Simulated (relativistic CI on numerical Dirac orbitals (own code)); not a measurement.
**Ti²⁺: L2,3 absorption edge**

Computed with this model: Dirac-Coulomb-Breit CI, separate exchange-only KLI orbitals for each configuration, model QED (radiative potential, 1s self-energy scaled to tabulated hydrogen-like ionisation energies), valence Slater integrals scaled by 0.9, multiplet model of core-to-valence dipole absorption; configurations [Ar] 3d2 → [He] 2s2 2p5 3s2 3p6 3d3; 300 K; Lorentzian 0.24 eV and Gaussian 0.3 eV FWHM. Energies are those of the free ion, without screening or charge transfer. The branching ratio is the share of the lower-energy edge in the whole absorption, uncertain by about 0.02 where the edges overlap. S is read from ⟨S²⟩ = S(S + 1).

Field parameters in Wybourne normalisation: D4h B²₀ = −7Ds, B⁴₀ = 21(Dq − Dt), B⁴₄ = 21√(5/14) Dq. The field is a parameter set, without covalency.

free ion: ground-state S = 1.00, centroid 460.30 eV. Peaks (eV, height): 455.1 (9), 457.4 (100), 458.9 (38), 460.0 (13), 461.1 (39), 462.2 (29), 463.4 (35), 464.0 (54).

D4h, 10Dq = 13950, Ds = -1500, Dt = 230 cm⁻¹: ground-state S = 1.00, centroid 460.66 eV. Peaks (eV, height): 454.4 (8), 454.8 (8), 456.6 (35), 458.1 (100), 460.6 (42), 462.7 (81), 463.9 (65), 464.4 (69).

D4h, 10Dq = 13950, Ds = -860, Dt = 230 cm⁻¹: ground-state S = 1.00, centroid 460.65 eV. Peaks (eV, height): 454.3 (7), 454.8 (8), 456.6 (31), 457.1 (33), 458.1 (100), 460.6 (42), 461.9 (36), 462.7 (76), 463.8 (63), 464.5 (61).

D4h, 10Dq = 13950, Ds = 430, Dt = 230 cm⁻¹: ground-state S = 1.00, centroid 460.60 eV. Peaks (eV, height): 454.2 (8), 454.7 (9), 456.5 (33), 457.0 (34), 458.0 (100), 460.5 (50), 461.8 (35), 462.7 (70), 463.8 (65), 464.4 (58).

D4h, 10Dq = 13950, Ds = 1070, Dt = 230 cm⁻¹: ground-state S = 1.00, centroid 460.67 eV. Peaks (eV, height): 454.3 (7), 454.8 (7), 457.1 (37), 458.1 (100), 460.6 (45), 462.8 (85), 464.3 (68).

D4h, 10Dq = 13950, Ds = 1710, Dt = 230 cm⁻¹: ground-state S = 1.00, centroid 460.70 eV. Peaks (eV, height): 454.5 (8), 454.9 (7), 455.9 (16), 457.2 (44), 458.0 (100), 458.8 (59), 460.7 (46), 462.8 (99), 463.9 (61), 464.4 (73), 465.3 (17).

Strongest unbroadened transitions for D4h, 10Dq = 13950, Ds = -1500, Dt = 230 cm⁻¹:

| Energy (eV) | Relative strength |
| --- | --- |
| 457.72 | 44.4 |
| 458.04 | 100.0 |
| 458.14 | 35.2 |
| 458.21 | 31.5 |
| 458.41 | 34.1 |
| 458.42 | 37.8 |
| 458.48 | 42.8 |
| 458.69 | 33.2 |
| 462.00 | 35.1 |
| 462.57 | 47.6 |
| 462.59 | 59.3 |
| 462.73 | 53.6 |
| 463.13 | 32.0 |
| 463.73 | 44.0 |
| 463.82 | 50.4 |
| 464.52 | 42.5 |
| 464.57 | 31.2 |
| 464.58 | 53.3 |
